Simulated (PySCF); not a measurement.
# Dipole response of Cl⁺ (chlorine, charge +1)

[Ne] 3s2 3p4, high-spin 3P determinant. Computed with PySCF 2.14 in dyall-av3z, with scalar relativity by spin-free X2C-1e. Coupled (time-dependent) response in atomic units; α is the mean over directions.

```
method  mean α (bohr³)         α xx, yy, zz  C₆ (like pair)  S(−4)
   UHF           8.481  8.383, 8.679, 8.383           40.13  16.88
   PBE           8.751  8.574, 9.104, 8.574           41.66  18.49
  PBE0           8.604  8.455, 8.901, 8.455           40.79  17.61
revPBE           8.746  8.574, 9.089, 8.574           41.65  18.48
 TPSSh           8.612  8.461, 8.915, 8.461           41.15  17.47
```

S(−4) is the Cauchy moment in α(ω) = α(0) + S(−4) ω² + …

α(iu) at PBE:

| u (hartree) | α(iu) (bohr³) |
| --- | --- |
| 0 | 8.751 |
| 0.0500 | 8.705 |
| 0.100 | 8.570 |
| 0.200 | 8.077 |
| 0.300 | 7.385 |
| 0.500 | 5.844 |
| 0.750 | 4.210 |
| 1.00 | 3.060 |
| 1.50 | 1.752 |
| 2.00 | 1.114 |
| 3.00 | 0.5600 |
| 5.00 | 0.2285 |

A single London oscillator, α(iu) = α/(1 + u²/ω²), gives C₆ = (3/4) ω α². Matching the computed C₆ needs ω = 4 × 41.66 / (3 × 8.751²) = 0.725 hartree.

For an ion, C₆ is the dispersion term alone; charge-induced terms of lower order in 1/R come first.

The components differ because the open shell of this determinant is not spherical; for a pure term their mean is the scalar polarisability.
